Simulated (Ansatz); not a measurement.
Ideal-gas functions of H3InOSSe, SMILES `[OH][In]([SH])[SeH]` at 600 K and 1 bar, from an Ansatz frequency run at PBE0-D4/def2-TZVP.

Molar mass 244.87 g/mol, point group Cs (symmetry number 1), electronic degeneracy 1, moments of inertia 154.449, 520.757, 675.206 u Å². Harmonic wavenumbers (cm⁻¹, unscaled): 65, 105, 110, 167, 233, 237, 272, 363, 596, 604, 675, 805, 2443, 2704, 3893.

Use S(trans) = R[1.5 ln M + 2.5 ln T − 1.1517]; rotational temperatures θ = 24.2544 K / I; S(rot) = R[ln(√π/σ · √(T³/θAθBθC)) + 1.5]; for each mode x = 1.438777 ν̃/T, S = R[x/(eˣ − 1) − ln(1 − e⁻ˣ)] and H = RT x/(eˣ − 1); 1 cm⁻¹ = 0.0119627 kJ/mol; R = 8.31446 J/(mol·K).

By hand: the entropy, in J/(mol·K).

Translation 192.0. Rotation: θ = 0.157, 0.0466, 0.0359 K, giving 131.3. Vibration, mode by mode: 23.78, 19.80, 19.42, 15.98, 13.26, 13.12, 12.01, 9.73, 6.02, 5.93, 5.16, 4.03, 0.16, 0.10, 0.01, in all 148.5. Electronic 0.0. Sum 471.8 J/(mol·K).

By hand: H − E and G − E in kJ/mol, counted from the electronic energy.

Zero-point energy ½ × 13272 × 0.0119627 = 79.4; thermal vibration 39.7; translation, rotation and pV give 4 RT = 20.0. H − E = 139.1 kJ/mol, and G − E = 139.1 − 600 × 471.8/1000 = -144.0 kJ/mol.

Vibration gives 31 % of the entropy, 63.0 J/(mol·K) of it from the modes under 150 cm⁻¹: soft modes count most, and the harmonic formula is weakest for them. The sum counts one conformer and one mirror image; others add a mixing term.
